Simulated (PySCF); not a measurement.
Delta-SCF ions had no search for a lower state. Excitations are Tamm–Dancoff values on a coarser integration grid. The basis has no diffuse functions, so Rydberg states are missing or too high.

C10H8BF, SMILES `Bc1cc2cccccc-2c1F` (charge 0, multiplicity 1)

Calculation: PySCF with TPSSh-D3(BJ)/def2-TZVP // B3LYP-D3(BJ)/def2-SVP.

| Item | Value |
|---|---|
| HOMO | -5.34 eV |
| dipole moment | 3.93 D |
| HOMO–LUMO gap | 2.04 eV |
| LUMO | -3.30 eV |
| S1 excitation (TDA) | 1.84 eV |
| S1 oscillator strength | 0.015 |
| T1 excitation (TDA) | 1.34 eV |
| S1–T1 gap (TDA) | 0.50 eV |
| vertical ionisation energy (Delta-SCF) | 7.32 eV |
| total energy | -510.7577 Ha |
| cost | around 90 core-minutes (rough) |

```xyz
20

B      3.7738     0.5233     0.1777
C      2.2560     0.3252     0.1092
C      1.2533     1.3311     0.2401
C     -0.0225     0.7619     0.1184
C     -1.2395     1.4385     0.1920
C     -2.5367     0.9264     0.0786
C     -2.9368    -0.3991    -0.1379
C     -2.1785    -1.5659    -0.2997
C     -0.7864    -1.6995    -0.2842
C      0.1734    -0.7078    -0.1050
C      1.5631    -0.8934    -0.0979
F      2.1436    -2.0811    -0.2678
H      4.2227     1.6292     0.3608
H      4.5275    -0.4090     0.0513
H      1.4534     2.3891     0.4097
H     -1.1621     2.5181     0.3619
H     -3.3462     1.6553     0.1710
H     -4.0209    -0.5465    -0.1892
H     -2.7469    -2.4861    -0.4578
H     -0.3903    -2.7097    -0.4312
```
Charge 0, spin multiplicity 1.
